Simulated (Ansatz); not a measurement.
```yaml
crystal:
  periodic: [false, false, false]
  atoms:
    - {symbol: B, position_ang: [-0.355259, 0.892478, -1.109813]}
    - {symbol: C, position_ang: [0.247018, -0.386796, -0.475775]}
    - {symbol: C, position_ang: [0.179633, -0.494088, 1.051468]}
    - {symbol: C, position_ang: [0.122382, -0.675245, 2.058955]}
    - {symbol: H, position_ang: [-0.464165, 1.010000, -2.333251]}
    - {symbol: H, position_ang: [-0.874849, 1.710418, -0.596119]}
    - {symbol: H, position_ang: [1.277906, -0.199003, -0.713374]}
    - {symbol: H, position_ang: [-0.016620, -1.324654, -0.968190]}
    - {symbol: H, position_ang: [-0.063470, -0.690816, 3.267776]}
basis:
  gaussian: {orbitals: cc-pVDZ}
total_charge: 4
hamiltonian: {xc: {name: HF}}
correlation: {method: mp2, electrons: outside_noble_gas}
output: {forces: true}
```

```sh
$ ansatz run in.yaml --threads 2 --pin off --events-out ev --progress --plain --max-ram 4352MiB
```

Shortened log:

```
Functional definition: HF
742 factors; integrals over basis functions are off by at most 1.1e-3 eV
mean field evaluation 1: about -3713.9422 eV, gradient 8.5e1 eV
mean field evaluation 2: about -3713.9463 eV, gradient 8.5e1 eV
mean field evaluation 4: about -3741.5699 eV, gradient 4.2e1 eV
mean field evaluation 8: about -3752.3359 eV, gradient 3.2e0 eV
mean field evaluation 16: about -3752.4144 eV, gradient 2.2e-1 eV
mean field evaluation 32: about -3752.4417 eV, gradient 4.2e-1 eV
mean field evaluation 64: about -3752.1828 eV, gradient 1.5e0 eV
mean field evaluation 128: about -3752.4054 eV, gradient 2.7e-1 eV
mean field -3752.51205835 eV, -137.9022746003 hartree, gradient 1.2e-6 eV, S^2 0.000000; 8 other end points of the search recorded, 0 dependent functions left out; unrestricted orbitals would lower it
mean field evaluation 160: about -3755.6545 eV, gradient 3.0e0 eV
unrestricted determinant -3755.94120712 eV, -138.0282934932 hartree, S^2 1.9588
4 core orbitals not correlated: weight in the atoms' cores, before any rotation towards them, 1.000 or more for the frozen orbitals, at most 0.000 for the correlated occupied ones
reference -3752.51205835 eV, -137.9022746003 hartree; 8, 8 occupied and 69, 69 virtual orbitals, 742 factors
second order -10.04582516 eV of doubles, -0.00000000 eV of singles
Total energy: -3762.55788350 eV, -138.2714518655 hartree
Atom 0 at    -0.355259     0.892478    -1.109813 Å, force     7.051715   -11.607486     1.295082 eV/Å
Atom 1 at     0.247018    -0.386796    -0.475775 Å, force    -3.797095     2.726924     6.972765 eV/Å
Atom 2 at     0.179633    -0.494088     1.051468 Å, force     3.918091     7.878194   -56.440525 eV/Å
Atom 3 at     0.122382    -0.675245     2.058955 Å, force    -3.268287    -8.654074    55.218543 eV/Å
Atom 4 at    -0.464165     1.010000    -2.333251 Å, force    -2.157449     3.411264    -5.663443 eV/Å
Atom 5 at    -0.874849     1.710418    -0.596119 Å, force    -5.121313     8.210957     1.906860 eV/Å
Atom 6 at     1.277906    -0.199003    -0.713374 Å, force     4.701900     1.255869    -0.450918 eV/Å
Atom 7 at    -0.016620    -1.324654    -0.968190 Å, force    -1.560682    -2.790509    -1.485677 eV/Å
Atom 8 at    -0.063470    -0.690816     3.267776 Å, force     0.233120    -0.431139    -1.352686 eV/Å
Dipole moment:    -0.361389     0.966091    -1.004256 e Å
```

What is wrong with this run?

The charge is far from anything that the molecule holds. Self-consistency was reached. The result belongs to that input, not to the molecule as meant.
